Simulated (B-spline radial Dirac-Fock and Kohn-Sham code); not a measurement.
# Electron momentum distribution of Pr⁵⁰⁺: Compton profiles

System: Pr⁵⁰⁺, configuration [He] 2s2 2p5.

Model: the impulse approximation on Dirac-Fock orbitals of the configuration average with a finite nucleus. Program: a radial atomic solver. pz is in atomic units of momentum; subshell profiles are per electron, for a selection of subshells; open shells are spread over both j values by their weights.

```
 pz    J total   J 1s1/2   J 2p1/2   J 2p3/2
  0     0.2388    0.0134    0.0230    0.0243
0.8     0.2383    0.0134    0.0230    0.0243
  1     0.2380    0.0134    0.0230    0.0243
1.2     0.2377    0.0134    0.0230    0.0243
1.4     0.2372    0.0134    0.0230    0.0243
1.6     0.2367    0.0134    0.0230    0.0243
1.8     0.2362    0.0134    0.0230    0.0243
  2     0.2356    0.0134    0.0230    0.0243
2.5     0.2337    0.0134    0.0230    0.0243
  3     0.2315    0.0133    0.0230    0.0243
  4     0.2260    0.0133    0.0229    0.0242
  5     0.2192    0.0132    0.0228    0.0241
  7     0.2024    0.0129    0.0224    0.0235
 10     0.1720    0.0124    0.0209    0.0217
 15     0.1203    0.0113    0.0164    0.0165
 20    0.07973   0.00993    0.0112    0.0108
 30    0.03552   0.00712   0.00413   0.00359
 40    0.01772   0.00476   0.00141   0.00110
 60   0.005614   0.00196  0.000199  0.000129
100  0.0009183  0.000370  1.13e-05  5.07e-06
```

J(0) = 0.2388. The 2s1/2 subshell gives the largest part, 39 %.

Mean momentum ⟨p⟩ by subshell (a.u.): 1s1/2 56.4, 2s1/2 20.7, 2p1/2 27.4, 2p3/2 25.5.

Values without a named source are computed, but for edge energies of neutral atoms, which are taken from tables.
